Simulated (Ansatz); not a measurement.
Harmonic frequencies (cm⁻¹) at PBE0-D4/def2-TZVP from Ansatz: 65, 156, 175, 205, 222, 272, 326, 344, 435, 608, 758, 761, 768, 879, 975, 1031, 1045, 1091, 1130, 1176, 1190, 1324, 1325, 1365, 1456, 1459, 1463, 1471, 1477, 1489, 1502, 2463, 3004, 3007, 3068, 3072, 3077, 3093, 3103, 3152, 3186, 3816.

Each molecule was computed in one conformer, which needn't be the lowest.

Task: Which molecule is it?
A. `C[B-](C)(C)[OH2+]`
B. `C[S+](C)[In-]([OH])([OH])[OH]`
C. `C[OH+][BH-](C)C`
D. `C[NH+](C)[InH3-]`

Result: C.
